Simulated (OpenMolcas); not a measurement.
# Ni2+: ligand-field states by method

Ni2+ with 6 ligands (oxide) in octahedral coordination (Oh) at 2.07 Å. A charge of +1.67 e stands 3.2 Å behind each ligand. Ligand basis ANO-RCC-VDZP.
```
Ni    0.0000    0.0000    0.0000
O     2.0700    0.0000    0.0000
O     0.0000    2.0700    0.0000
O    -2.0700    0.0000    0.0000
O     0.0000   -2.0700    0.0000
O     0.0000    0.0000    2.0700
O     0.0000    0.0000   -2.0700
```

```yaml
Program: OpenMolcas
Basis: ANO-RCC-VDZP [5s4p2d1f]
Scalar_Hamiltonian: DKH2, point nucleus
Active_space: 8 electrons in 5 orbitals (3d)
State_averaging: 2S+1 = 3 even, 10 roots; 2S+1 = 1 even, 15 roots
Spin-orbit_coupling: RASSI with atomic mean-field integrals over the reference wave functions
```

I. CASSCF
II. SS-CASPT2, IPEA 0.25 Eh, imaginary shift 0.1 Eh (closed shells correlated: 3s 3p and the ligand valence shells)

Spin-free states (labels of O, the rotations of Oh) in cm-1, each column counted from its own energy of the first state listed:

```tsv
State	Degeneracy	I	II
3A2	1	0	0
3T2	3	4823	6040
3T1	3	8469	9510
1E	2	18031	13990
1T2	3	22073	19310
3T1	3	25110	22720
1A1	1	27864	24010
1T1	3	29358	27650
1E	2	31949	31170
1T2	3	32714	31650
1A1	1	66749	56550
```

From I to II, I's first state of the same spin (3T2) moves from 4823 to 6040 cm-1, by about +1200 cm-1.

From I to II, I's first state of another spin (1E) moves from 18031 to 13990 cm-1, by about -4000 cm-1.

I: A least-squares ligand-field fit to the states below 45000 cm-1, each weighted by its degeneracy and with a free common offset, gives 10Dq = 4804 cm-1, B = 1270 cm-1 and C = 4667 cm-1 (C/B = 3.68), with an rms deviation of 35 cm-1. 

χT at 300 K: I 1.63, II 1.51 cm3 K/mol.

Roots that are degenerate in the reference are averaged as groups; the widest CASPT2 spread within a group is 81 cm-1 (the 2-fold group of multiplicity 1 near 31200 cm-1 above the lowest state of its run, II). Shifts and gaps below about the spread of the groups concerned are not significant. Over all roots computed the reference weight is 0.62 to 0.63 in II; a low but even weight reflects the number of correlated electrons. The oxide ions are held by bare point charges, a crude embedding. Ligand-to-metal charge-transfer states are missing. With oxide or sulfide held by bare charges the field of late divalent 3d ions can come out several times too small, and g and χT far too large. Without dynamic correlation the repulsion within the d shell is too large (B by tens of per cent), so at a given field states of lower spin stand too high (holds for I). With no ligand orbital active B as a rule stays too high, so bands that hang on it stand too high and its fall with covalency is understated (holds for I). With metal d orbitals alone and no dynamic correlation the field as a rule comes out too small, by tens of per cent, by up to half for chloride and softer ligands, and the orbital part of g and χT, which goes as 1/10Dq, too large (holds for I). A single d shell leaves out the double-shell effect, which counts most for late 3d ions, where the CASPT2 field can be off either way by tens of per cent (holds for II). These CASPT2 states fit no ligand-field parameters well, so their order and spin gaps are uncertain (holds for II). For late 3d ions with one d shell CASPT2 can put B and the spin-flip bands somewhat low as well as high (holds for II). With one d shell and no ligand orbital active, 10Dq can be off by tens of per cent for divalent 3d ions, low with halides held by bare charges and at times high in hosts, and the orbital part of g and χT goes as 1/10Dq (holds for II). Free-ion shares, where given, are those of the reference states; single-state CASPT2 does not remix them (holds for II). No measured value stands beside these numbers; the geometry was imposed, not optimised, and the real ion may take another.
